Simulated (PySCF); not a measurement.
**Atomic charges against the basis set**

Compound: C3H8O3S.
Numbering: `[CH3:1][CH2:2][CH2:3][S:4](=[O:5])(=[O:6])[OH:7]` (hydrogens: H8, H9, H10 on C1; H11, H12 on C2; H13, H14 on C3; H15 on O7)

PBE0 throughout (PySCF), one geometry, spherical d and f functions. The structure is a single PBE0-D3(BJ)/def2-SVP conformer in the gas phase; no vibrational or solvent corrections. Atoms taken as equivalent share a column and are averaged. The first 7 of 10 kinds of atom are listed.

Mulliken charges (e):

| basis | functions | C1 | C2 | C3 | S4 | O5/O6 | O7 | H8/H9/H10 |
| --- | --- | --- | --- | --- | --- | --- | --- | --- |
| STO-3G | 47 | -0.238 | -0.147 | -0.266 | +1.159 | -0.473 | -0.384 | +0.085 |
| pcSseg-0 | 83 | -0.642 | -0.544 | -0.712 | +1.735 | -0.723 | -0.715 | +0.249 |
| 6-31G | 83 | -0.501 | -0.344 | -0.595 | +1.323 | -0.571 | -0.665 | +0.190 |
| 6-31G* | 118 | -0.536 | -0.359 | -0.550 | +1.287 | -0.532 | -0.686 | +0.193 |
| cc-pVDZ | 142 | -0.091 | -0.122 | -0.174 | +0.936 | -0.436 | -0.327 | +0.057 |
| def2-SVP | 142 | -0.089 | -0.121 | -0.100 | +0.885 | -0.456 | -0.352 | +0.057 |
| pcSseg-1 | 166 | -0.288 | -0.299 | -0.353 | +1.168 | -0.524 | -0.463 | +0.130 |
| aug-cc-pVDZ | 237 | +0.504 | +0.457 | +0.203 | +2.190 | -0.875 | -0.595 | -0.136 |
| 6-311+G(2d,p) | 245 | -0.527 | -0.206 | -0.343 | +0.871 | -0.449 | -0.395 | +0.158 |
| def2-TZVP | 271 | -0.387 | -0.213 | -0.218 | +0.775 | -0.423 | -0.409 | +0.133 |
| cc-pVTZ | 326 | -0.287 | -0.199 | -0.206 | +0.884 | -0.435 | -0.334 | +0.105 |

IAO charges (e):

```json
{"basis": "STO-3G", "functions": "47", "C1": "-0.396", "C2": "-0.261", "C3": "-0.426", "S4": "+1.540", "O5/O6": "-0.599", "O7": "-0.491", "H8/H9/H10": "+0.138"}
{"basis": "pcSseg-0", "functions": "83", "C1": "-0.431", "C2": "-0.273", "C3": "-0.460", "S4": "+1.867", "O5/O6": "-0.776", "O7": "-0.674", "H8/H9/H10": "+0.153"}
{"basis": "6-31G", "functions": "83", "C1": "-0.440", "C2": "-0.266", "C3": "-0.440", "S4": "+1.833", "O5/O6": "-0.775", "O7": "-0.681", "H8/H9/H10": "+0.155"}
{"basis": "6-31G*", "functions": "118", "C1": "-0.418", "C2": "-0.253", "C3": "-0.459", "S4": "+2.118", "O5/O6": "-0.860", "O7": "-0.724", "H8/H9/H10": "+0.146"}
{"basis": "cc-pVDZ", "functions": "142", "C1": "-0.417", "C2": "-0.252", "C3": "-0.454", "S4": "+2.100", "O5/O6": "-0.850", "O7": "-0.722", "H8/H9/H10": "+0.145"}
{"basis": "def2-SVP", "functions": "142", "C1": "-0.407", "C2": "-0.248", "C3": "-0.448", "S4": "+2.112", "O5/O6": "-0.857", "O7": "-0.722", "H8/H9/H10": "+0.142"}
{"basis": "pcSseg-1", "functions": "166", "C1": "-0.417", "C2": "-0.253", "C3": "-0.455", "S4": "+2.121", "O5/O6": "-0.862", "O7": "-0.727", "H8/H9/H10": "+0.145"}
{"basis": "aug-cc-pVDZ", "functions": "237", "C1": "-0.428", "C2": "-0.257", "C3": "-0.454", "S4": "+2.119", "O5/O6": "-0.865", "O7": "-0.738", "H8/H9/H10": "+0.149"}
{"basis": "6-311+G(2d,p)", "functions": "245", "C1": "-0.430", "C2": "-0.259", "C3": "-0.467", "S4": "+2.165", "O5/O6": "-0.880", "O7": "-0.744", "H8/H9/H10": "+0.149"}
{"basis": "def2-TZVP", "functions": "271", "C1": "-0.430", "C2": "-0.259", "C3": "-0.474", "S4": "+2.198", "O5/O6": "-0.889", "O7": "-0.749", "H8/H9/H10": "+0.149"}
{"basis": "cc-pVTZ", "functions": "326", "C1": "-0.431", "C2": "-0.259", "C3": "-0.469", "S4": "+2.168", "O5/O6": "-0.878", "O7": "-0.744", "H8/H9/H10": "+0.150"}
```

Hirshfeld charges (e):

```csv
basis,functions,C1,C2,C3,S4,O5/O6,O7,H8/H9/H10
STO-3G,47,-0.043,-0.010,-0.059,+0.807,-0.359,-0.240,+0.018
pcSseg-0,83,-0.105,-0.048,-0.061,+0.670,-0.345,-0.246,+0.037
6-31G,83,-0.101,-0.046,-0.056,+0.659,-0.362,-0.248,+0.039
6-31G*,118,-0.101,-0.046,-0.054,+0.529,-0.312,-0.211,+0.038
cc-pVDZ,142,-0.112,-0.056,-0.070,+0.550,-0.302,-0.208,+0.039
def2-SVP,142,-0.116,-0.059,-0.069,+0.576,-0.310,-0.213,+0.040
pcSseg-1,166,-0.117,-0.061,-0.072,+0.562,-0.305,-0.212,+0.041
aug-cc-pVDZ,237,-0.125,-0.071,-0.080,+0.553,-0.301,-0.210,+0.044
"6-311+G(2d,p)",245,-0.117,-0.068,-0.076,+0.531,-0.296,-0.208,+0.043
def2-TZVP,271,-0.120,-0.067,-0.075,+0.521,-0.293,-0.205,+0.043
cc-pVTZ,326,-0.121,-0.066,-0.076,+0.535,-0.298,-0.206,+0.043
```

Some averages cover members that differ in this geometry, most widely: O5/O6, Mulliken in 6-311+G(2d,p) -0.483 to -0.415; H8/H9/H10, Mulliken in 6-31G +0.174 to +0.218; O5/O6, Mulliken in 6-31G* -0.552 to -0.512; O5/O6, Mulliken in 6-31G -0.592 to -0.551 e.

Which scheme is steadiest as the basis changes?

Largest range over the bases for any column: Hirshfeld 0.29 e, IAO 0.66 e, Mulliken 1.42 e. Hirshfeld charges move least and Mulliken charges most, counted in e. Without the minimal STO-3G basis the ranges are Hirshfeld 0.15, IAO 0.37, Mulliken 1.42 e.

How much do the charges still move between the two largest bases, def2-TZVP and cc-pVTZ?

At most, over all atoms: Mulliken 0.119 e, IAO 0.030 e, Hirshfeld 0.014 e.

What do the same runs give for the total energy, the frontier levels and the dipole moment?

```json
{"basis": "STO-3G", "energy (Eh)": "-733.2170", "HOMO (eV)": "-3.49", "LUMO (eV)": "5.33", "μ (D)": "2.69"}
{"basis": "pcSseg-0", "energy (Eh)": "-740.9645", "HOMO (eV)": "-8.87", "LUMO (eV)": "0.62", "μ (D)": "4.13"}
{"basis": "6-31G", "energy (Eh)": "-742.0646", "HOMO (eV)": "-8.83", "LUMO (eV)": "0.42", "μ (D)": "4.57"}
{"basis": "6-31G*", "energy (Eh)": "-742.4023", "HOMO (eV)": "-8.73", "LUMO (eV)": "1.40", "μ (D)": "3.75"}
{"basis": "cc-pVDZ", "energy (Eh)": "-742.4327", "HOMO (eV)": "-8.60", "LUMO (eV)": "1.21", "μ (D)": "3.58"}
{"basis": "def2-SVP", "energy (Eh)": "-742.0382", "HOMO (eV)": "-8.77", "LUMO (eV)": "1.14", "μ (D)": "3.64"}
{"basis": "pcSseg-1", "energy (Eh)": "-742.3725", "HOMO (eV)": "-8.94", "LUMO (eV)": "0.76", "μ (D)": "3.76"}
{"basis": "aug-cc-pVDZ", "energy (Eh)": "-742.4763", "HOMO (eV)": "-8.93", "LUMO (eV)": "-0.40", "μ (D)": "3.77"}
{"basis": "6-311+G(2d,p)", "energy (Eh)": "-742.5791", "HOMO (eV)": "-9.02", "LUMO (eV)": "-0.17", "μ (D)": "3.78"}
{"basis": "def2-TZVP", "energy (Eh)": "-742.6352", "HOMO (eV)": "-8.98", "LUMO (eV)": "0.58", "μ (D)": "3.71"}
{"basis": "cc-pVTZ", "energy (Eh)": "-742.6068", "HOMO (eV)": "-8.90", "LUMO (eV)": "0.65", "μ (D)": "3.69"}
```

The dipole is fixed by the density alone, so its range of 1.88 D shows that the density itself changes with the basis, not only its division among atoms.
